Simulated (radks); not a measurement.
Polarisabilities and homonuclear dispersion coefficients (atomic units). Level of theory: non-relativistic Kohn-Sham, PBE, spin-polarised, spherical densities, point nucleus; open shells are filled with parallel spins first (spin-orbit coupling, left out, can overturn this in heavy ions) (a radial shooting solver on a logarithmic mesh with Libxc functionals). Response by self-consistent Sternheimer equations with the Hartree and adiabatic LDA kernel. "Uncoupled" leaves out the induced potential. Quadrupole and octupole values are given only where no p, d or f shell is open. The Sternheimer factor gamma scales a distant field gradient at the nucleus by 1 - gamma.

species  configuration  alpha1 (bohr^3)  alpha1, uncoupled  alpha2 (bohr^5)  alpha3 (bohr^7)     C6     C8  Sternheimer gamma  recommended alpha1
Cu       [Ar] 3d10 4s1            44.31              65.44            431.9             7764  289.3  14490              -10.6        46.5 +/- 0.5
Zn+      [Ar] 3d10 4s1            17.66              24.80            76.90            732.0  74.41   1938              -9.83                   -
Ga2+     [Ar] 3d10 4s1            9.701              13.19            26.83            165.1  30.00  520.7              -7.93                   -
Ge3+     [Ar] 3d10 4s1            6.140              8.171            12.21            54.04  14.87  191.2              -6.81                   -
As4+     [Ar] 3d10 4s1            4.220              5.530            6.451            21.87  8.330  84.14              -6.00                   -
Se5+     [Ar] 3d10 4s1            3.064              3.969            3.758            10.16  5.067  41.74              -5.38                   -
Br6+     [Ar] 3d10 4s1            2.315              2.971            2.345            5.205  3.270  22.55              -4.88                   -
Kr7+     [Ar] 3d10 4s1            1.801              2.294            1.541            2.867  2.208  12.99              -4.46                   -
Rb8+     [Ar] 3d10 4s1            1.435              1.816            1.053            1.671  1.544  7.874              -4.10                   -

Recommended values: Schwerdtfeger and Nagle, table of static dipole polarisabilities (2023 update), measured or computed.

Beside tabulated values, note that relativity, absent from the non-relativistic runs, is large for the heavy elements.
